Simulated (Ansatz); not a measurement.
One change: `[SiH3][GeH2][GaH2]` becomes `[GaH2][GeH3]`.

Ansatz, PBE0-D4/def2-TZVP geometries, multiplicity 1. 

Scalar relativity is left out up to krypton.

| property | `[SiH3][GeH2][GaH2]` |
| --- | --- |
| HOMO energy (ωB97M-V/def2-TZVPP) / eV | -9.37 |
| size of the dipole moment (PBE/def2-TZVPP) / D | 0.18 |
| HOMO–LUMO gap (PBE0/def2-TZVPP) / eV | 5.25 |
| HOMO energy (PBE/def2-TZVPP) / eV | -6.42 |
| HOMO–LUMO gap (PBE/def2-TZVPP) / eV | 3.48 |
| LUMO energy (ωB97M-V/def2-TZVPP) / eV | -0.48 |

Q: What does the change do to each property? (Best estimate.)

A: Computed: 
```json
{"property": "HOMO energy (ωB97M-V/def2-TZVPP) / eV", "`[GaH2][GeH3]`": "-9.62", "shift": "-0.25"}
{"property": "size of the dipole moment (PBE/def2-TZVPP) / D", "`[GaH2][GeH3]`": "0.26", "shift": "0.08"}
{"property": "HOMO–LUMO gap (PBE0/def2-TZVPP) / eV", "`[GaH2][GeH3]`": "5.49", "shift": "0.24"}
{"property": "HOMO energy (PBE/def2-TZVPP) / eV", "`[GaH2][GeH3]`": "-6.55", "shift": "-0.13"}
{"property": "HOMO–LUMO gap (PBE/def2-TZVPP) / eV", "`[GaH2][GeH3]`": "3.65", "shift": "0.17"}
{"property": "LUMO energy (ωB97M-V/def2-TZVPP) / eV", "`[GaH2][GeH3]`": "-0.40", "shift": "0.08"}
```

With PBE0 the HOMO falls by 0.18 eV and the LUMO rises by 0.06 eV, so the gap widens by about 0.24 eV. PBE moves the HOMO by -0.13 eV and ωB97M-V by -0.25 eV. Dipoles are sizes alone; their direction can turn.
